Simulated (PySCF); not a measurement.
# Nuclear quadrupole coupling in `CCc1cc(OC)[pH]c1C`

C8H13OP.
Cartesian coordinates in Å at the GFN2-xTB level; atoms count from 1:
```xyz
23
C8H13OP angstrom
C     -2.8582   -1.0972   -0.2712
C     -2.1113   -0.2829    0.7867
C     -0.6952   -0.0356    0.3657
C      0.3235   -1.0222    0.6211
C      1.5574   -0.6725    0.1946
O      2.6505   -1.4607    0.3185
C      3.8696   -0.8713   -0.0505
P      1.4992    0.9068   -0.7265
C     -0.2472    1.0793   -0.2617
C     -1.0559    2.2672   -0.6803
H     -2.9040   -0.5497   -1.2098
H     -2.3471   -2.0400   -0.4516
H     -3.8732   -1.3086    0.0583
H     -2.1124   -0.8349    1.7293
H     -2.6282    0.6653    0.9443
H      0.1138   -1.9424    1.1398
H      4.6293   -1.6473    0.0265
H      4.1265   -0.0390    0.6165
H      3.8275   -0.4955   -1.0811
H      2.0243    1.6894    0.3094
H     -0.4025    3.0819   -0.9874
H     -1.7076    2.0198   -1.5194
H     -1.6836    2.6169    0.1389
```

Field gradients from the PBE0/pcSseg-1 density (PySCF, non-relativistic), principal values in atomic units, ordered |Vxx| ≤ |Vyy| ≤ |Vzz|:

```csv
atom,Vxx,Vyy,Vzz
O6,-0.2270,-1.6612,1.8882
```

Question: Find the asymmetry η = (Vxx − Vyy)/Vzz and the couplings χ = eQV/h (234.96 MHz × Q in barn × V in au), with Q(17O) = −0.0256 b.

Answer: 
| atom | environment | nucleus | η | χzz (MHz) | χxx (MHz) | χyy (MHz) |
| --- | --- | --- | --- | --- | --- | --- |
| O6 | oxygen bonded to 2 C | 17O | 0.76 | -11.36 | 1.37 | 9.99 |

Question: What is Vzz at O6 in SI units (1 au = 9.71736 × 10²¹ V/m²)?

Answer: 1.8882 au = 18.348 × 10²¹ V/m².

Question: And the gradient at the other heavy atoms, for which no coupling is worked out here?

Answer: 
```tsv
atom	environment	Vzz (au)	η
C1	methyl carbon	0.075	0.10
C2	carbon bonded to 2 C and 2 H	-0.062	0.56
C3	unsaturated ring carbon	0.288	0.36
C4	unsaturated ring CH carbon	0.151	0.23
C5	unsaturated ring carbon	-0.324	0.36
C7	methoxy carbon	0.420	0.06
P8	ring phosphorus	-1.239	0.21
C9	unsaturated ring carbon	-0.151	0.62
C10	carbon bonded to C and 3 H	0.065	0.13
```

Were the hydrogens deuterons (Q(2H) = 0.00286 b), χzz would run from 134 kHz (H20) to 227 kHz (H16).

One conformer (not necessarily the lowest) at the GFN2-xTB geometry, without solvent, vibrations or thermal averaging. GFN2-xTB bond lengths can be off by several hundredths of an ångström, more for odd bonds, and the gradients follow them. The small basis limits the accuracy of the gradients.
